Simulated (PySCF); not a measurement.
A geometry optimisation on `[I][W]([I])([I])([I])[I]` [radical].

Method: PBE0-D3(BJ)/def2-SVP geometry optimisation, gas phase, def2 core potentials past Kr (PySCF 2.14.0). Start geometry: GFN2-xTB. A driver script takes a list of jobs; this job's settings line and coordinates (Å) are shown.

Input:
```
{"job": {"xc": "PBE0", "basis": "def2-SVP", "d3": "d3bj", "grid": 1, "maxiter": 40, "kind": "geom"}, "charge": 0, "multiplicity": 2}
W      0.000840    -0.000110     0.000640
I     -0.015900    -0.006190     2.737980
I      0.019180     0.008970    -2.736810
I      2.708280     0.003970     0.016250
I     -1.361950     2.339480    -0.004170
I     -1.350460    -2.346120    -0.013880
```

Task: Give the output.

Result: 
```
step   0  E = -1555.83437217  max force = 0.021950
step   1  E = -1555.84078274  max force = 0.009290
step   2  E = -1555.84207109  max force = 0.001681
step   3  E = -1555.84210759  max force = 0.001527
step   4  E = -1555.84217967  max force = 0.001013
step   5  E = -1555.84223525  max force = 0.001161
step   6  E = -1555.84232228  max force = 0.003222
step   7  E = -1555.84250161  max force = 0.001246
step   8  E = -1555.84257847  max force = 0.001230
step   9  E = -1555.84268125  max force = 0.001158
step  10  E = -1555.84226634  max force = 0.007470
step  11  E = -1555.84268285  max force = 0.002472
step  12  E = -1555.84274743  max force = 0.001213
step  13  E = -1555.84285383  max force = 0.001235
step  14  E = -1555.84289850  max force = 0.001318
step  15  E = -1555.84289733  max force = 0.000852
step  16  E = -1555.84289657  max force = 0.000650
step  17  E = -1555.84290275  max force = 0.000162
optimisation converged
```

Energies in Eh; «max force» is the largest Cartesian gradient component in Eh/bohr.

Task: How much energy does the optimisation release, in eV?

Result: E(step 0) − E(last step) = 0.008531 Eh, which is 0.232 eV.

Summary of the converged run: final energy -1555.84290 Eh after 17 steps; dipole 2.15 D.

Task: Where do the atoms end?

Result: 0.579 Å rms from the input after alignment:
```
atom  x, y, z in Å
W1    -0.0273   -0.0517   -0.0003
I2     0.3005    0.5573    2.5737
I3     0.3394    0.6193   -2.5540
I4     2.5702   -0.6439    0.0126
I5    -1.9395    1.8069    0.0073
I6    -1.2433   -2.2878   -0.0393
```

Task: Estimate the wall time. Hardware: one thread of an Arm Neoverse V1 (shared host).

Result: About 22 min.
Labels such as C1 count atoms from 1, the log's own numbers from 0.

Neither the SCF state along the optimisation nor the shape of the open-shell metal species was proved the lowest: other solutions of the same spin, or a structure of lower symmetry, can lie below.
